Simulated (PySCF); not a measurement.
## How methods differ on the ionisation energy of Mn⁺

Mn⁺ [Ar] 3d5 4s1 (7S) → Mn²⁺ [Ar] 3d5 (6S), as a difference of total energies. Calculation: PySCF 2.14, in x2c-TZVPPall (6s5p4d2f1g, 64 functions); the spin-free X2C one-electron Hamiltonian (Gaussian nucleus). Correlated levels: valence and next inner shell: [Ne] frozen. The calculations carry no spin-orbit coupling.

| method | ionisation energy (eV) |
| --- | --- |
| UHF | 14.856 |
| MP2 (valence and next inner shell) | 15.607 |
| SCS-MP2 (valence and next inner shell) | 15.336 |
| CCSD (valence and next inner shell) | 15.541 |
| CCSD(T) (valence and next inner shell) | 15.580 |

Task: How much does correlation contribute at CCSD(T) (valence and next inner shell)?

Result: 15.580 − (14.856) = 0.724 eV, measured against UHF.

Errors of the correlated levels include the incompleteness of this basis and the frozen core.

For comparison: 15.640 eV (measured; NIST Atomic Spectra Database, ionization energies).
